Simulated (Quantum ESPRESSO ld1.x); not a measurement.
All-electron atom: the titanium ion Ti6+ in [Ne] 3s2 3p4. Method: Dirac Kohn-Sham, PBE, spin-unpolarised, spherical densities, point nucleus; open shells fill j = l - 1/2 first; computed with ld1.x of Quantum ESPRESSO 7.5.

Spin-orbit splittings of the eigenvalues, e(l+1/2) - e(l-1/2), with zeta = 2 splitting/(2l+1) and mean radii in bohr:

shell  occ.  splitting (eV)  zeta (eV)  <r> j=l-1/2  <r> j=l+1/2
2p        6           5.803      3.868       0.2871       0.2898
3p        4          0.8421     0.5614       0.9626       0.9681
3d        0               ?          ?       0.9969       0.9983
4p        0          0.2191     0.1461        2.194        2.202

Estimate the 3d splitting.

Answer. 0.1019 eV (zeta = 0.04075 eV).
